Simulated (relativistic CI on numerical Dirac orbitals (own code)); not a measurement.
# Radial parameters of Ce VI

Calculated at this level of theory: Dirac-Coulomb-Breit CI, separate exchange-only KLI orbitals for each configuration, QED by a radiative potential, valence Slater integrals scaled by 0.85, P86 correlation energy added to each configuration (own radial code, finite nucleus).

Slater integrals F^k, G^k are unscaled and averaged over j, outside the closed core [Kr] 4d10; ζ comes from projecting the Hamiltonian with its Breit term on Σ l·s of the shell.

- 5s2 5p5: ζ(5p) = 17859 cm⁻¹; <r>(5p) = 1.613, <r^2>(5p) = 2.913 (bohr units).
- 5s2 5p4 4f: F^2(5p,5p) = 65605, ζ(5p) = 17058, F^2(5p,4f) = 53539, G^2(5p,4f) = 29334, G^4(5p,4f) = 22797, ζ(4f) = 623.67 cm⁻¹; <r>(5p) = 1.638, <r^2>(5p) = 3.004, <r>(4f) = 0.9915, <r^2>(4f) = 1.222 (bohr units).
- 5s2 5p4 5d: F^2(5p,5p) = 66856, ζ(5p) = 18204, F^2(5p,5d) = 55697, G^1(5p,5d) = 66748, G^3(5p,5d) = 42131, ζ(5d) = 1340.5 cm⁻¹; <r>(5p) = 1.605, <r^2>(5p) = 2.886, <r>(5d) = 2.006, <r^2>(5d) = 4.53 (bohr units).

Averages of the first 10 configurations, taken without configuration mixing, which lowers the lowest level and can move excited configurations by several eV; other configurations of the list can lie among them:

```
Configuration  Parity  States  Average energy above the lowest level (eV)
      5s2 5p5     odd       6                                         1.7
       5s 5p6    even       2                                        24.9
   5s2 5p4 4f     odd     210                                        15.7
   5s2 5p4 5d    even     150                                        28.7
    5s 5p5 5d     odd     120                                        50.9
5s2 5p3 4f 5d    even    2800                                        42.2
   5s2 5p4 5f     odd     210                                        52.6
    5s 5p5 4f    even     168                                        37.3
   5s2 5p4 5g    even     270                                        62.3
   5s2 5p4 6s    even      30                                        38.3
```
